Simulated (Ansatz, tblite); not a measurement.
Removing and adding an electron: In₅P₄Cl₃, a halide-capped cluster cut from zinc blende InP (3 Cl on the cations). Total charge 0; singlet. Geometry: PBE-D4/def2-SVP. Ansatz, gas phase; energy differences of separate SCF runs; the oxidised species was run as a doublet alone; the reduced species was run as a doublet alone.

Cartesian coordinates in Å:
```
In -1.276 -1.108 -1.478
In -0.557 2.195 -0.080
In 0.142 -0.861 2.061
In 1.690 -2.206 -0.729
In 2.454 0.989 0.331
P -1.785 0.080 0.754
P 0.313 -2.704 -2.587
P 1.748 3.102 -0.471
P 2.668 -1.287 1.403
Cl -3.040 -0.427 -2.931
Cl -2.250 3.789 -0.592
Cl -0.106 -1.560 4.317
```

In the def2 sets In takes a core potential; there is no spin–orbit coupling. The xTB rows come from tblite. Single mean-field runs in def2-TZVP are fitted with def2-universal-jkfit. HOMO above LUMO, or a gap near zero within one spin, warns that the state may not be the lowest or that an electron is smeared out.

| level | −HOMO (eV) | vertical IE (eV) | −LUMO (eV) | vertical EA (eV) | HOMO–LUMO gap (eV) | IE − EA (eV) | remarks |
| --- | --- | --- | --- | --- | --- | --- | --- |
| GFN1-xTB | 9.74 | 11.56 | 7.39 | 5.65 | 2.35 | 5.91 | – |
| GFN2-xTB | 9.91 | 11.65 | 8.32 | 6.81 | 1.59 | 4.84 | – |
| PBE-D4/def2-TZVP | 5.84 | 7.63 | 4.14 | 2.50 | 1.70 | 5.12 | gap within one spin near zero (-1 doublet) |
| revPBE-D4/def2-TZVP | 5.77 | 7.56 | 4.03 | 2.43 | 1.74 | 5.13 | gap within one spin near zero (-1 doublet) |
| PBE0-D4/def2-TZVP | 6.71 | 7.84 | 3.60 | 2.51 | 3.11 | 5.32 | spin-contaminated (⟨S²⟩ 0.84) (+1 doublet) |

   Raw xTB energy differences between charge states are shifted by several eV; the methods need an empirical correction for them. Sets without diffuse functions give affinities that are too small.
